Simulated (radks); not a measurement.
The nuclear charge of the hafnium ion Hf2+ is varied continuously with 70 electrons held in [Xe] 4f14 5d2. Method: scalar-relativistic Kohn-Sham, r2SCAN, spin-polarised, spherical densities, finite nucleus; open shells are filled with parallel spins first (spin-orbit coupling, left out, can overturn this in heavy ions); meta-GGA in the generalised Kohn-Sham scheme; Fermi nuclear charge, rms radius 5.347 fm; computed with a radial shooting solver on a logarithmic mesh with Libxc functionals. By the Hellmann-Feynman theorem dE/dZ = E(electron-nucleus)/Z, the electronic potential at the nucleus (averaged over a nucleus of fixed radius). The scalar-relativistic energy here is not variational (the density holds large components alone), so the two differ by a part that grows with Z.

Z     E (hartree)  E(electron-nucleus)/Z (hartree)  HOMO  e(HOMO) (eV)  <r> HOMO (bohr)
71    -14562.6736                         -505.238    5d        -7.115            2.596
71.5  -14818.4570                         -510.629    5d       -11.796            2.288
72    -15076.9833                         -516.019    5d       -17.215            2.084
72.5  -15338.2550                         -521.415    5d       -23.240            1.936
73    -15602.2770                         -526.820    5d       -29.793            1.820

The central difference of E at Z = 72 is -519.798 hartree, to compare with the third column; the second derivative is -11 hartree.
